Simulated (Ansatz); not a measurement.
`[OH][Ge]([OH])([F])[Cl]` + H₂ → `[OH][GeH]([OH])[Cl]` + H–F  (hydrogenolysis of a Ge–F bond)

Computed with Ansatz on PBE0-D4/def2-TZVP structures; ΔE is electronic, products minus reactants. CCSD(T)/CBS is the MP2 limit (def2-TZVPP, def2-QZVPP) plus CCSD(T) − MP2 in def2-TZVPP, frozen cores. This one scheme is used for every species. DFT in def2-TZVPP. B3LYP here is the variant with VWN-RPA as its local correlation; programs differ in this. For Ge outer-core shells are correlated without core-valence functions, which leaves a few kJ/mol of doubt a bond. Scalar relativity is left out up to krypton. Each species was taken in one conformer, which may not be the lowest.

(1) Is it downhill or uphill in electronic energy at CCSD(T)/CBS, and by how much? (An estimate is asked.)

(2) What do these levels give: r2SCAN-D4, ωB97X-V, ωB97M-V, r2SCAN, B3LYP, SCS-MP2/def2-QZVPP? (An estimate is asked.)

Largest T1 diagnostic among the species: 0.011.

Results:

(1) Ansatz gave: Uphill: ΔE = +39.7 kJ/mol.

(2) Computed: r2SCAN-D4 51.9, ωB97X-V 48.0, ωB97M-V 45.7, r2SCAN 51.4, B3LYP 42.0, SCS-MP2/def2-QZVPP 45.8 kJ/mol.

The D4 term adds +3.1 kJ/mol with B3LYP and +1.6 kJ/mol with PBE0; it sums over pairs of atoms, weighted by their polarisabilities, and B3LYP, whose exchange is more repulsive, gets the larger term.
